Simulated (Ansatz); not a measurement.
Ideal-gas functions of AlH$_{5}$OSn, SMILES `[OH][SnH2][AlH2]` at 800 K and 1 bar, from an Ansatz frequency run at PBE0-D4/def2-TZVP.

Molar mass 166.73 g/mol, point group C1 (symmetry number 1), electronic degeneracy 1, moments of inertia 58.59, 209.744, 258.547 u Å². Harmonic wavenumbers (cm⁻¹, unscaled): 59, 97, 140, 266, 277, 395, 517, 559, 584, 629, 705, 775, 859, 1880, 1912, 1929, 1937, 3897.

Use S(trans) = R[1.5 ln M + 2.5 ln T − 1.1517]; rotational temperatures θ = 24.2544 K / I; S(rot) = R[ln(√π/σ · √(T³/θAθBθC)) + 1.5]; for each mode x = 1.438777 ν̃/T, S = R[x/(eˣ − 1) − ln(1 − e⁻ˣ)] and H = RT x/(eˣ − 1); 1 cm⁻¹ = 0.0119627 kJ/mol; R = 8.31446 J/(mol·K).

Q: By hand: the entropy, in J/(mol·K).

A: Translation 193.2. Rotation: θ = 0.414, 0.1156, 0.0938 K, giving 123.1. Vibration, mode by mode: 26.97, 22.84, 19.80, 14.52, 14.19, 11.33, 9.21, 8.61, 8.28, 7.72, 6.88, 6.20, 5.48, 1.28, 1.22, 1.19, 1.18, 0.06, in all 167.0. Electronic 0.0. Sum 483.3 J/(mol·K).

Q: By hand: H − E and G − E in kJ/mol, counted from the electronic energy.

A: Zero-point energy ½ × 17417 × 0.0119627 = 104.2; thermal vibration 60.6; translation, rotation and pV give 4 RT = 26.6. H − E = 191.4 kJ/mol, and G − E = 191.4 − 800 × 483.3/1000 = -195.2 kJ/mol.

Vibration gives 35 % of the entropy, 69.6 J/(mol·K) of it from the modes under 150 cm⁻¹: soft modes count most, and the harmonic formula is weakest for them. The sum counts one conformer and one mirror image; others add a mixing term.
